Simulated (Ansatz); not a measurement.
GeMe2(NEt2)2 (C10H26GeN2). Charge 0, multiplicity 3. Geometry PBE-D4/def2-SVP, that of the neutral singlet; atoms count from 1.

```xyz
39

Ge   -0.631   -0.766   -0.486
C    -1.160   -0.720   -2.382
H    -0.868   -1.649   -2.910
H    -0.699    0.143   -2.900
H    -2.261   -0.616   -2.442
C    -1.373   -2.339    0.435
H    -1.107   -2.327    1.509
H    -0.947   -3.254   -0.022
H    -2.477   -2.386    0.344
N    -1.189    0.729    0.465
C    -0.635    2.032    0.135
C    -1.504    2.878   -0.806
C    -2.225    0.693    1.484
C    -1.692    0.743    2.923
H     0.367    1.876   -0.325
H    -0.439    2.610    1.071
H    -1.631    2.378   -1.788
H    -2.517    3.044   -0.383
H    -1.052    3.876   -0.984
H    -2.945    1.533    1.332
H    -2.835   -0.228    1.358
H    -1.063   -0.144    3.142
H    -1.066    1.645    3.089
H    -2.521    0.771    3.662
N     1.224   -0.719   -0.438
C     1.898   -0.591    0.844
C     2.421   -1.913    1.423
C     2.065   -0.825   -1.618
C     2.603    0.518   -2.133
H     1.189   -0.124    1.564
H     2.745    0.133    0.761
H     1.588   -2.621    1.614
H     3.126   -2.410    0.724
H     2.960   -1.750    2.379
H     2.926   -1.507   -1.413
H     1.498   -1.323   -2.433
H     1.772    1.177   -2.458
H     3.165    1.057   -1.342
H     3.289    0.377   -2.995
```

Single mean-field runs in def2-TZVP are fitted with def2-universal-jkfit. At PBE0-D4/def2-TZVP a singlet of charge 0 lies 5.40 eV below the triplet at the same geometry.

(1) Estimate the Mulliken populations of the heavy atoms from the PBE0/def2-TZVP orbitals of Ansatz.

(2) Where does the spin sit?

(3) And the Mayer bond orders between bonded heavy atoms (over 0.3)?

Results:

(1) 
```tsv
atom	charge (e)	spin (α − β)
Ge1	-0.04	0.21
C2	-0.02	-0.36
C6	-0.02	-0.39
N10	0.07	0.71
C11	-0.05	-0.12
C12	-0.21	-0.10
C13	0.04	-0.19
C14	-0.24	-0.08
N25	-0.16	0.16
C26	-0.07	-0.06
C27	-0.33	-0.02
C28	-0.12	0.00
C29	-0.27	-0.10
```
Mulliken values and Mayer orders depend strongly on the basis.

(2) Summed by element: Ge 0.21, C -1.43, H 2.36, N 0.87, of 2 unpaired in all. Largest on single atoms: N10 0.71, C6 -0.39, C2 -0.36.

(3) Ge1–C2 0.57 (1.97 Å); Ge1–C6 0.59 (1.97 Å); Ge1–N10 0.80 (1.86 Å); Ge1–N25 1.08 (1.86 Å); N10–C11 0.94 (1.45 Å); N10–C13 0.96 (1.45 Å); C11–C12 1.03 (1.54 Å); C13–C14 1.05 (1.54 Å); N25–C26 0.94 (1.45 Å); N25–C28 0.96 (1.45 Å); C26–C27 1.03 (1.53 Å); C28–C29 1.02 (1.54 Å). Values over 0.3 also appear between atoms too far apart for a bond (C2–C6 0.34 at 3.26 Å); they arise where an orbital or an unpaired electron spreads over both atoms.
